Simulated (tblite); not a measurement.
C4H6F3O2 (doublet state).
SMILES with atom numbers: `[CH3:1][C@@H:2]([CH:3][OH:4])[O:5][C:6]([F:7])([F:8])[F:9]` (hydrogens: H10, H11, H12 on C1; H13 on C2; H14 on C3; H15 on O4)

Cartesian coordinates in Å at the GFN2-xTB level; atoms count from 1:
```xyz
15
C4H6F3O2 angstrom
C     -0.915   -0.935   -0.932
C     -0.219    0.296   -0.356
C     -1.136    1.308    0.183
O     -1.979    1.023    1.201
O      0.649   -0.204    0.784
C      1.931   -0.240    0.552
F      2.278   -1.021   -0.496
F      2.579   -0.717    1.612
F      2.476    0.963    0.272
H     -1.547   -0.627   -1.761
H     -0.180   -1.649   -1.293
H     -1.531   -1.417   -0.177
H      0.441    0.750   -1.097
H     -1.030    2.357   -0.021
H     -1.821    0.121    1.509
```

Calculated harmonic vibrations of the isolated species, GFN2-xTB (tblite), most abundant isotopes, no scaling. This tight-binding method is rough: wavenumbers can miss measured ones by several per cent, in bad cases by 10 to 20. One conformer, not necessarily the lowest. Open shells enter through the occupations alone, without spin polarisation, and single modes of such species can be off by tens of per cent.

Harmonic wavenumbers (cm⁻¹): 25.1, 46.5, 67.9, 153.6, 183.2, 224.9, 255.6, 308.2, 355.9, 409.0, 439.9, 493.7, 517.6, 571.6, 576.3, 627.6, 742.5, 874.9, 901.1, 990.4, 1014.1, 1050.3, 1081.5, 1096.9, 1151.3, 1248.4, 1257.5, 1259.1, 1303.1, 1392.0, 1401.3, 1468.2, 1478.0, 2965.1, 3044.5, 3050.2, 3054.0, 3142.9, 3492.5.

A = 2776, B = 1021, C = 917.5 MHz; mass 143.032 u (most abundant isotopes); point group C1, symmetry number 1; spin multiplicity 2.

**Question.** What is the zero-point energy?

**Answer.** Half the sum of the wavenumbers: 21858 cm⁻¹ = 62.50 kcal/mol.

**Question.** What is S at 350 K and 1 bar for an ideal gas of classical rigid rotors and harmonic oscillators?

**Answer.** Translation 41.61, rotation 29.68, vibration 37.12, spin (R ln 2) 1.38: S = 109.8 cal/(mol K).

**Question.** And Cp and H(350 K) − H(0)?

**Answer.** Cp = 41.76 cal/(mol K), of which vibrations give 33.81 (their classical limit is 39 R = 77.5); H(350 K) − H(0) = 9.13 kcal/mol without the zero-point energy, 6.35 from vibrations.

**Question.** Blend soft modes into free rotors: weight 1/[1 + (100 cm⁻¹/ν̃)⁴] for the oscillator and the rest for a rotor with moment μB/(μ + B), μ = h/(8π²ν), B = 10⁻⁴⁴ kg m². What vibrational entropy results?

**Answer.** 32.59 cal/(mol K) in place of 37.12, which changes −T·S at 350 K by +1.59 kcal/mol.

**Question.** What must be added to the electronic energy to get the Gibbs energy at 350 K and 1 bar?

**Answer.** ZPE + [H(350 K) − H(0)] − T·S = 62.50 + 9.13 − 38.42 = 33.21 kcal/mol.

**Question.** How do the functions run with temperature in this model?

**Answer.** 
```json
{"T (K)": "50", "S (cal/(mol K))": "62.6", "Cp (cal/(mol K))": "14.0", "H − H(0) (kcal/mol)": "0.55", "G − H(0) (kcal/mol)": "-2.58", "ln q(vib)": "1.14"}
{"T (K)": "100", "S (cal/(mol K))": "73.9", "Cp (cal/(mol K))": "19.1", "H − H(0) (kcal/mol)": "1.38", "G − H(0) (kcal/mol)": "-6.01", "ln q(vib)": "2.66"}
{"T (K)": "298.15", "S (cal/(mol K))": "103.4", "Cp (cal/(mol K))": "37.6", "H − H(0) (kcal/mol)": "7.07", "G − H(0) (kcal/mol)": "-23.77", "ln q(vib)": "8.19"}
{"T (K)": "373.15", "S (cal/(mol K))": "112.5", "Cp (cal/(mol K))": "43.5", "H − H(0) (kcal/mol)": "10.12", "G − H(0) (kcal/mol)": "-31.87", "ln q(vib)": "10.15"}
{"T (K)": "500", "S (cal/(mol K))": "126.4", "Cp (cal/(mol K))": "51.7", "H − H(0) (kcal/mol)": "16.18", "G − H(0) (kcal/mol)": "-47.04", "ln q(vib)": "13.35"}
{"T (K)": "750", "S (cal/(mol K))": "149.6", "Cp (cal/(mol K))": "62.2", "H − H(0) (kcal/mol)": "30.53", "G − H(0) (kcal/mol)": "-81.65", "ln q(vib)": "19.17"}
{"T (K)": "1000", "S (cal/(mol K))": "168.4", "Cp (cal/(mol K))": "68.6", "H − H(0) (kcal/mol)": "46.93", "G − H(0) (kcal/mol)": "-121.47", "ln q(vib)": "24.36"}
```

q(vib) and H(0) count from the zero-point level.

Hindered rotation and anharmonicity are outside this model. Other conformers, if any are populated, would add a mixing term that is left out. The structure is chiral; the term R ln 2 for an equal mix with its mirror image is left out.
